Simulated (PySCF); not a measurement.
# Excitation energy of K by level of theory

K [Ar] 4s1 (2S) → K [Ar] 4p1 (2P), as a difference of total energies. Calculation: PySCF 2.14, in dyall-v3z (24s17p4d2f, 109 functions); scalar relativity by spin-free X2C-1e. The calculations carry no spin-orbit coupling.

```tsv
method	excitation energy (eV)
UHF	1.420
LDA	1.538
PBE	1.395
PBE0	1.406
r2SCAN	1.367
PW91	1.404
r2SCAN0	1.429
BHandHLYP	1.517
```

The basis was made for the ground configuration and has no added diffuse functions, so the excitation energy can come out too high.

For comparison: 1.615 eV (measured; NIST levels, between the centres of gravity of the two terms).
